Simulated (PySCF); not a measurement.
## AsP3: core ionisation energies

Compound: PPPAs tetrahedron, AsP₃.
Bonds: P1–P2, P1–P3, P1–As4, P2–P3, P2–As4, P3–As4.

Computed, not measured: delta-SCF UKS SCAN, pcX-2 on the ionised atom, pcseg-1 elsewhere, spin-free X2C in PySCF 2.14.0. Binding energies are ΔSCF values: E(core-ionised, relaxed orbitals) − E(ground state) at a fixed geometry, referred to the vacuum level.

Problem. Give the core binding energies atom by atom.

Solution. 
| atom(s) | bonded to | level | binding energy (eV) | 2p1/2 (eV) | count |
| --- | --- | --- | --- | --- | --- |
| P1/P2/P3 | 2 P and As | P 2p3/2 | 136.50 | 137.39 | 3 |
| P1/P2/P3 | 2 P and As | P 1s | 2150.06 | – | 3 |

Problem. What is the longest wavelength that can ionise P 2p3/2 of P1/P2/P3 vertically?

Solution. λ = hc/E = 12398.42 eV Å / 136.50 eV = 90.831 Å.

Atoms equivalent by their bonding share one computed value, that of the first of them. The 2p values add to the ΔSCF energy of one spin-free hole a correction within the shell (spin–orbit coupling, ligand field). 2p1/2 minus 2p3/2 (ligand field included): P 0.89 eV. No level of arsenic is listed. Geometry: PBE0-D3(BJ)/def2-SVP; no solvent, vibrations or thermal averaging.
